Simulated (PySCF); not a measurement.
Si(H)(Me)2(SH) (C2H8SSi), SMILES C[SiH](S)C. Coordinates come from a PBE-D3(BJ)/def2-SVP optimisation. The values are those of a single conformer.

Computed equilibrium geometry at PBE-D3(BJ)/def2-SVP (PySCF confirms it by a frequency run) as bond lengths and angles, and its point group (one conformer of several):
point group Cs.
Atoms: Si1 C2 C3 S4 H5 H6 H7 H8 H9 H10 H11 H12. Bond lengths (Å): Si1–C2 1.888, Si1–C3 1.888, Si1–S4 2.175, Si1–H5 1.505, C2–H6 1.110, C2–H7 1.108, C2–H8 1.110, C3–H9 1.108, C3–H10 1.110, C3–H11 1.110, S4–H12 1.364. Bond angles (°): C2–Si1–C3 110.8, C2–Si1–S4 111.2, C2–Si1–H5 110.4, C3–Si1–S4 111.2, C3–Si1–H5 110.4, S4–Si1–H5 102.6, Si1–C2–H6 110.7, Si1–C2–H7 110.8, Si1–C2–H8 110.7, H6–C2–H7 108.1, H6–C2–H8 107.9, H7–C2–H8 108.5, Si1–C3–H9 110.8, Si1–C3–H10 110.7, Si1–C3–H11 110.7, H9–C3–H10 108.1, H9–C3–H11 108.5, H10–C3–H11 107.9, Si1–S4–H12 94.2.
